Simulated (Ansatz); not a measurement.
`CC(C)(C)[O][Ge][F]` + propane → `CCCC(C)(C)C` + `[OH][Ge][F]`  (formal exchange of groups at a C–O bond)

Calculated with Ansatz (gas phase, PBE0-D4/def2-TZVP geometries, no zero-point term in ΔE). CCSD(T)/CBS is the MP2 limit (def2-TZVPP, def2-QZVPP) plus CCSD(T) − MP2 in def2-TZVPP, frozen cores. Functionals use def2-TZVPP. HSE06 is defined as in plane-wave codes. For Ge outer-core shells are correlated without core-valence functions, which leaves a few kJ/mol of doubt a bond. Scalar relativity is left out up to krypton. One conformer a species, not always the lowest.

Question: Is it downhill or uphill in electronic energy at CCSD(T)/CBS, and by how much? (An estimate is asked.)

Answer: Computed: Downhill: ΔE = -25.0 kJ/mol.

Question: What do these levels give: r2SCANh-D4, r2SCAN0-D4, ωB97M-V, PBE, BLYP, r2SCAN, HSE06, CAM-B3LYP, LC-ωPBE, SCS-MP2/def2-TZVPP, HF/def2-QZVPP, MP2/CBS(def2)? (An estimate is asked.)

Answer: The calculation gave: r2SCANh-D4 -18.4, r2SCAN0-D4 -21.0, ωB97M-V -22.8, PBE -16.7, BLYP -5.9, r2SCAN -15.5, HSE06 -20.8, CAM-B3LYP -12.4, LC-ωPBE -22.1, SCS-MP2/def2-TZVPP -25.2, HF/def2-QZVPP -10.0, MP2/CBS(def2) -31.7 kJ/mol.

Largest T1 diagnostic among the species: 0.015.

In def2-TZVPP, CCSD(T) changes the Hartree–Fock value by −14.3 kJ/mol (the triples alone add +0.2 kJ/mol) and MP2 by −21.0 kJ/mol. At CCSD(T), def2-SVP lies +16.0 kJ/mol from the extrapolated value and def2-TZVPP +1.0 kJ/mol.
